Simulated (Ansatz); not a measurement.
Reaction (silylene formation by 1,1-elimination): `O=C([SiH3])[SiH2]S` → `O=C([SiH3])S` + `[SiH2]`

Isolated molecules relaxed with PBE0-D4/def2-TZVP in Ansatz; ΔE leaves out vibrations. CBS: MP2 limit from def2 TZ/QZ plus the TZ coupled-cluster correction, frozen cores. This one scheme is used for every species. Functionals use def2-TZVPP. One conformer a species, not always the lowest.

```
             species  r2SCANh energy (Eh)
`O=C([SiH3])[SiH2]S`          -1094.03279
      `O=C([SiH3])S`           -803.34974
            `[SiH2]`           -290.57713
```

Work out ΔE.

ΔE = (-803.34974) + (-290.57713) − (-1094.03279) = 0.10592 Eh = +278.1 kJ/mol. CCSD(T)/CBS gives +268.3 kJ/mol.

Largest T1 diagnostic among the species: 0.017.

At CCSD(T), def2-SVP lies −26.2 kJ/mol from the extrapolated value and def2-TZVPP −9.9 kJ/mol. From r2SCAN to r2SCAN0 (25 % exact exchange), in def2-TZVPP and without D4, ΔE moves by +5.0 kJ/mol.
